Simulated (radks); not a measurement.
Q: Hg12+, 68 electrons, occupied as [Xe] 4f14. Method: Dirac Kohn-Sham, exchange-only PBE, spin-unpolarised, spherical densities, finite nucleus; Fermi nuclear charge, rms radius 5.4648 fm; computed with a radial shooting solver on a logarithmic mesh with Libxc functionals. Some entries of the table are withheld. Estimate them.

orbital,occ.,eigenvalue (eV),r(max) (bohr)
1s1/2,2,-83222.24,0.01022
2s1/2,2,-14924.04,0.05937
2p1/2,2,-14332.82,(1)
2p3/2,4,-12385.05,(2)
3s1/2,2,-3709.441,0.1670
3p1/2,2,-3442.202,(3)
3p3/2,4,-3010.514,(4)
3d3/2,4,-2566.687,(5)
3d5/2,6,-2474.116,(6)
4s1/2,2,-985.7265,0.3760
4p1/2,2,-870.8669,(7)
4p3/2,4,-766.3174,(8)
4d3/2,4,-578.1330,0.3970
4d5/2,6,-558.5716,0.4065
5s1/2,2,-325.7679,0.8134
4f5/2,6,-315.7771,0.3627
4f7/2,8,-311.4804,0.3672
5p1/2,2,-285.2432,0.8488
5p3/2,4,-263.1053,0.9146
5d3/2,0,-201.8244,1.016
5d5/2,0,-198.2863,1.036
6s1/2,0,-158.9380,1.612

A: 
(1) 2p1/2 r(max) (bohr): 0.04362
(2) 2p3/2 r(max) (bohr): 0.05110
(3) 3p1/2 r(max) (bohr): 0.1557
(4) 3p3/2 r(max) (bohr): 0.1709
(5) 3d3/2 r(max) (bohr): 0.1330
(6) 3d5/2 r(max) (bohr): 0.1371
(7) 4p1/2 r(max) (bohr): 0.3739
(8) 4p3/2 r(max) (bohr): 0.4049
